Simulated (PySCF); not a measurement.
Compound: C6H8N2S.
Numbering: `[CH3:1][c:2]1[n:3][s:4][n:5][c:6]1[CH:7]1[CH2:8][CH2:9]1` (hydrogens: H10, H11, H12 on C1; H13 on C7; H14, H15 on C8; H16, H17 on C9)

Structure optimised with GFN2-xTB, isolated species.

(1) List the bond lengths, angles and torsions at this level.

Results:

(1) 
```csv
bond,length (Å)
C1–C2,1.487
C2–N3,1.313
N3–S4,1.625
S4–N5,1.624
N5–C6,1.317
C6–C7,1.464
"C7–C8, C7–C9",1.509
C8–C9,1.489
C2–C6,1.429
"C1–H10, C1–H11, C1–H12",1.088
C7–H13,1.082
"C8–H14, C9–H17",1.079
"C8–H15, C9–H16",1.079
```

Bonds in one row agree within 0.01 Å and their mean is given. A selection of angles:
```csv
angle,degrees
C1–C2–N3,121.2
C1–C2–C6,126.5
N3–C2–C6,112.3
C2–N3–S4,109.6
N3–S4–N5,96.5
S4–N5–C6,109.5
N5–C6–C7,122.0
C2–C6–N5,112.2
C2–C6–C7,125.8
C6–C7–C8,119.1
C8–C7–C9,59.1
C7–C8–C9,60.5
```

Dihedral angles: N5–C6–C7–C8 34° (synclinal); C6–C7–C8–C9 -108° (anticlinal); C6–C7–C9–C8 108° (anticlinal).

The 5-membered ring C2–N3–S4–N5–C6 has internal angles of 96.5° to 112.3°; it is planar, 0.00 Å rms from its mean plane, widest ring torsion 0°. Of the pairs four or more bonds apart, C1···H13 is among the closest relative to their van der Waals radii: 2.78 Å, 96 % of the sum of Bondi's values. The 3-membered ring C7–C8–C9 has internal angles of 59.1° to 60.5°. The 6 C–C bonds span 1.429 Å (C2–C6, aromatic) to 1.509 Å (C7–C9, drawn single), a spread of 0.080 Å. N3 (pyridine-type nitrogen) is bent (angle 109.6°). N5 (pyridine-type nitrogen) is bent (angle 109.5°).

Point group: Cs (every atom within 0.08 Å of its image). Whether it is a minimum is left open (no frequencies). One conformer, not necessarily the lowest.

These are computed values.
